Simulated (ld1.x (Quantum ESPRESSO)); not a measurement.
oxygen: variants of one PAW potential

Base potential:

```
Element                 : O (Z = 8)
Generator               : ld1.x (Quantum ESPRESSO) 7.5
Type                    : PAW
Functional              : Wu–Cohen
Relativity              : non-relativistic
Frozen core             : [He]
Valence charge          : 6
Reference configuration : 2s2 2p3.5 (charge +0.5)
Partial waves           : 2s (bound): rcut 0.80, rcutus 1.00 bohr; 2s channel at 0.6 Ry: rcut 0.80, rcutus 1.00 bohr; 2p (bound): rcut 1.25, rcutus 1.50 bohr; 2p channel at -0.1 Ry: rcut 1.25, rcutus 1.50 bohr; 3d channel at -0.15 Ry: rcut 0.90, rcutus 1.25 bohr; 3d channel at 0.95 Ry: rcut 0.90, rcutus 1.25 bohr
Local potential         : all-electron potential smoothed inside 1.10 bohr (lloc = -2)
Core correction         : Bessel-smoothed model core, default radius (core density twice the valence density)
Augmentation charge     : PSQ, radius 0.85 bohr
```

All-electron outer shells of the reference configuration (Wu–Cohen, non-relativistic, ld1.x):

```
shell  level (eV)  outermost node (bohr)  outermost maximum (bohr)
   2s      -31.21                   0.28                      0.87
   2p      -16.26                      –                      0.80
```

Cutoffs, loose and tight: the cutoffs (Ry, on a coarse ladder) from which the occupation-weighted sum of valence levels, in a spherical-Bessel basis at the reference potential, stays within 10 and 1 mRy of its value at 400 Ry. They do not see the model core or the augmentation charge, which bear on the density cutoff. Test errors are all-electron minus pseudo excitation energies from the reference, over the configurations 2s2 2p4; 2s2 2p3; 2s2 2p2; 2s2 2p4.3; 2s2 2p1; 2s0 2p6; 2s2 2p0. A dash means not determined; rows that change the core or the reference have their own tests.

| change | outcome | cutoff, loose | cutoff, tight | bound ghosts | largest test error (meV) |
| --- | --- | --- | --- | --- | --- |
| base | generated | 35 Ry | 55 Ry | none | -9.4 |
| waves 3d channel at -0.15 Ry: rcut 0.90, rcutus 1.22 bohr; 3d channel at 0.95 Ry: rcut 0.90, rcutus 1.22 bohr | generated | 35 Ry | 55 Ry | none | -9.4 |
| functional PW91 | generated | 35 Ry | 55 Ry | none | -9.0 |
| scalar-relativistic | generated | 35 Ry | 55 Ry | none | -11 |
| local potential all-electron potential smoothed inside 1.20 bohr (lloc = -1) | generated | 35 Ry | 55 Ry | none | -8.8 |
| reference 2s2 2p3; removed wave 3d channel at 0.95 Ry: rcut 0.90, rcutus 1.25 bohr | generated | 35 Ry | 55 Ry | none | -8.9 |
| wave 3d channel at -0.15 Ry: rcut 0.90, rcutus 1.25 bohr becomes 3d channel at -0.06 Ry: rcut 0.90, rcutus 1.25 bohr | generated | 35 Ry | 55 Ry | none | -9.4 |
| augmentation PSQ, radius 0.90 bohr | generated | 35 Ry | 55 Ry | none | -9.3 |

What comes out with this change to the base: waves 2s (bound): rcut 0.80, rcutus 1.30 bohr; 2s channel at 0.6 Ry: rcut 0.80, rcutus 1.30 bohr?

outcome: generated; cutoff, loose: 35 Ry; cutoff, tight: 50 Ry; bound ghosts: none; largest test error (meV): +65.
